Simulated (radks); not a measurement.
Er2+, 66 electrons, occupied as [Xe] 4f12.

All-electron calculation, scalar-relativistic Kohn-Sham, revPBE, spin-polarised, spherical densities, finite nucleus; open shells are filled with parallel spins first (spin-orbit coupling, left out, can overturn this in heavy ions); Fermi nuclear charge, rms radius 5.2516 fm. Program: a radial shooting solver on a logarithmic mesh with Libxc functionals.

Energy parts (hartree):
| part | energy |
|---|---|
| total | -13084.7124 |
| kinetic | 14183.2987 |
| electron-nucleus | -32075.6648 |
| Hartree | 5085.3302 |
| exchange-correlation | -277.6764 |

Orbitals (lengths in bohr, moments of r in powers of bohr; <r^-3> diverges for s and p1/2):
orbital	occ.	eigenvalue (hartree)	<r^-3>	<r>
1s up	1	-2108.599	-	0.02037
1s down	1	-2108.599	-	0.02037
2s up	1	-354.6873	-	0.08647
2s down	1	-354.6866	-	0.08647
2p up	3	-313.7878	14320	0.07672
2p down	3	-313.7873	14320	0.07672
3s up	1	-79.88976	-	0.2254
3s down	1	-79.85867	-	0.2253
3p up	3	-67.44487	3085	0.2245
3p down	3	-67.41379	3087	0.2245
3d up	5	-51.86186	409.4	0.2038
3d down	5	-51.83826	409.7	0.2037
4s up	1	-16.20565	-	0.5082
4s down	1	-16.13995	-	0.5082
4p up	3	-12.11279	695.4	0.5391
4p down	3	-12.04807	694.9	0.5392
4d up	5	-6.62893	77.48	0.5837
4d down	5	-6.56509	77.36	0.5841
5s up	1	-2.44956	-	1.250
5s down	1	-2.41820	-	1.255
5p up	3	-1.50691	86.62	1.480
5p down	3	-1.48481	84.88	1.490
4f up	7	-0.66415	10.68	0.8127
4f down	5	-0.60829	10.49	0.8299
6s up	0	-0.54824	-	3.329
6s down	0	-0.54492	-	3.348
5d up	0	-0.49617	3.588	2.447
5d down	0	-0.48910	3.439	2.479

The highest occupied level is 4f down at -16.553 eV. For comparison, the ionisation energy in NIST's Atomic Spectra Database is 22.70 eV (semi-empirical). In exact Kohn-Sham theory the highest level is minus the ionisation energy, but local and semilocal functionals leave it too shallow, through self-interaction and a potential that decays too fast; potentials with the right tail come closer. The density falls to 0.001 e/bohr^3 at r = 3.34 bohr.
